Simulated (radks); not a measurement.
Q: Species: S2+. Configuration: [Ne] 3s2 3p1 3d1 (not the ground configuration). Calculated with a radial shooting solver on a logarithmic mesh with Libxc functionals: scalar-relativistic Kohn-Sham, PBE, spin-polarised, spherical densities, finite nucleus; open shells are filled with parallel spins first; Fermi nuclear charge, rms radius 3.2611 fm. Some entries of the table are withheld. Estimate them.

orbital  occ.  eigenvalue (eV)  <r> (bohr)
1s up       1        -2436.427     0.09687
1s down     1        -2436.261     0.09686
2s up       1        -240.4085      0.4781
2s down     1        -240.1237      0.4778
2p up       3              (1)      0.4411
2p down     3              (2)      0.4407
3s up       1         -41.9018       1.562
3s down     1         -39.4552       1.560
3p up       1         -30.3396       1.735
3p down     0         -27.9064       1.745
3d up       1         -14.9610       2.263
3d down     0         -12.8186       2.342

A: 
(1) 2p up eigenvalue (eV): -185.4091
(2) 2p down eigenvalue (eV): -185.0761
